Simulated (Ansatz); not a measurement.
`CO[SiH2]SC`, charge 0, multiplicity 1.

**Question.** Give a relaxed structure at PBE0-D4/def2-TZVP (Ansatz 0.2.0). (An estimate is asked.)

**Answer.** Ansatz gave: 
Z-matrix (Å, degrees):
```
C
O 1 1.408
H 1 1.097 2 111.7
H 1 1.095 2 111.0 3 121.6
H 1 1.091 2 108.3 3 -119.3
Si 2 1.639 1 123.4 3 -52.5
S 6 2.125 2 115.4 1 -57.4
H 6 1.477 2 105.4 1 -175.6
H 6 1.490 2 109.3 1 62.3
C 7 1.818 6 101.0 2 85.4
H 10 1.090 7 110.8 6 43.8
H 10 1.089 7 111.3 6 -78.9
H 10 1.089 7 106.9 6 162.3
```
This is one stationary point; other conformers may exist.
